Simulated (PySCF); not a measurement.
H7NSi2, SMILES [SiH3]N[SiH3] (connectivity only; charge and spin as stated), charge -1, multiplicity 2.

Geometry optimised at PBE0-D3(BJ)/def2-SVPD. The multiplicity is an assumed one; other spin states were not compared.

Level of theory: SMD-PBE0/def2-SVPD run with PySCF.

Solvation free energies are E(SMD) − E(gas) at the gas-phase geometry, for 1 M in both phases.

```tsv
solvent	ΔG(solv) (kcal/mol)	its non-electrostatic (CDS) part
water	-46.8	3.9
ethylethanoate	(withheld)	(withheld)
dichloromethane	-45.2	0.0
```

Question: What belongs in the gaps? (Estimate from the structure and the level; the computed values follow.)

Answer: 
- ethylethanoate, ΔG(solv) (kcal/mol): -42.0
- ethylethanoate, its non-electrostatic (CDS) part: 0.2
